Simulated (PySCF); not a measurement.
**NiH₄, singlet: data card**

Method: PBE0/[Ni def2-TZVP, H def2-TZVP], no relativity, density fitting, PySCF.

The structure is a minimum.

```
Point group                                                                   : D2d
Bond lengths                                                                  : H–H 0.850 Å (×2), Ni–H 1.555 Å (×4)
Bond angles                                                                   : H–H–Ni 74.1° (×4), H–Ni–H 31.7° (×2), H–Ni–H 157.7° (×4)
Enthalpy at 298.15 K above 0 K                                                : 12.86 kJ/mol
Heat capacity Cp at 298.15 K                                                  : 53.6 J/(mol K)
Lowest empty level                                                            : -0.05 eV
Zero-point energy                                                             : 77.4 kJ/mol
Rotational constants                                                          : 23.15, 1.797, 1.797 cm⁻¹
Rotational symmetry number                                                    : 4
Highest occupied level                                                        : -5.54 eV
Principal quadrupole moments (Buckingham, traceless) about the centre of mass : -1.77, -1.77, 3.54 D Å
Principal polarisabilities                                                    : 31.6, 31.6, 39.9 bohr³
Atomisation energy without zero-point energy                                  : 1009 kJ/mol
Dipole moment                                                                 : 0.00 D
Entropy at 298.15 K and 1 bar                                                 : 230.8 J/(mol K)
```

Harmonic modes (masses in u: Ni 57.935, H 1.008):
```json
{"symmetry": "e", "ω (cm⁻¹)": "250", "IR (km/mol, summed over degenerate members)": "14.4"}
{"symmetry": "b1", "ω (cm⁻¹)": "723", "IR (km/mol, summed over degenerate members)": "0.0"}
{"symmetry": "b2", "ω (cm⁻¹)": "1045", "IR (km/mol, summed over degenerate members)": "644"}
{"symmetry": "a1", "ω (cm⁻¹)": "1314", "IR (km/mol, summed over degenerate members)": "0.0"}
{"symmetry": "e", "ω (cm⁻¹)": "1710", "IR (km/mol, summed over degenerate members)": "1.1"}
{"symmetry": "a1", "ω (cm⁻¹)": "2943", "IR (km/mol, summed over degenerate members)": "0.0"}
{"symmetry": "b2", "ω (cm⁻¹)": "2999", "IR (km/mol, summed over degenerate members)": "382"}
```

In D2d the vibrations span 2e + b1 + 2b2 + 2a1. The a1, b1 modes carry no infrared intensity, as symmetry demands.

Charges (e):
```tsv
atom	Mulliken	Löwdin	polar tensor	Mayer order to Ni1
Ni1	-0.26	-0.33	-0.31	–
H2,3,4,5	0.07	0.08	0.08	0.43
```
Other Mayer orders above 0.3: H–H 0.58 (×2).

Mulliken populations on Ni1: s 6.70, p 12.17, d 9.39, f 0.00.

Stability towards spin polarisation was not tested. Only a few start shapes were tried, so a lower isomer may exist.

The final relaxation and frequency run took 32 s on 2 threads of a shared Intel Xeon Platinum 8375C @ 2.90GHz (Ice Lake) host, with 69 basis functions and 9 gradients; the process peaked at 0.97 GiB. Launch command: `OMP_NUM_THREADS=2 python axn.py task.json out`.
